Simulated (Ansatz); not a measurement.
H6OSi2Zn. Charge 0, multiplicity 1. The bonds changed during the relaxation, so this is another structure than the one it started from. The geometry is a stationary point of PBE0-D4/def2-TZVP. It is one conformer, not always the lowest.

```xyz
10

O     1.083   -1.048   -0.686
Si   -0.255   -0.135   -0.357
Si    0.218    1.065    1.594
Zn   -0.972   -2.094   -3.503
H     1.043   -1.605   -1.469
H    -1.467   -0.986   -0.164
H    -0.963    1.904    1.939
H     1.392    1.956    1.396
H     0.494    0.144    2.728
H    -0.572    0.799   -1.479
```

(1) What is the dipole moment at r2SCAN/def2-TZVPP? (Estimate.)

(2) And with PBE, B3LYP, ωB97M-V? (Best estimate.)

(3) Give the Mulliken charges with r2SCAN, PBE, ωB97M-V in def2-TZVPP. (Estimate.)

Results:

(1) The calculation gave: 1.61 D, with components (-0.71, -0.61, -1.31) D in this frame, pointing from negative to positive charge.

(2) Computed: PBE 1.66 D, B3LYP 1.68 D, ωB97M-V 1.73 D.

(3) Ansatz gave: 
```csv
atom,r2SCAN,PBE,ωB97M-V
O1,-0.42,-0.36,-0.39
Si2,0.44,0.36,0.32
Si3,0.15,0.08,0.04
Zn4,0.01,0.02,0.01
H5,0.20,0.18,0.18
H6,-0.09,-0.08,-0.05
H7,-0.07,-0.05,-0.02
H8,-0.06,-0.04,-0.02
H9,-0.06,-0.04,-0.02
H10,-0.09,-0.08,-0.05
```

B3LYP here is the variant with VWN-RPA as its local correlation; programs differ in this.
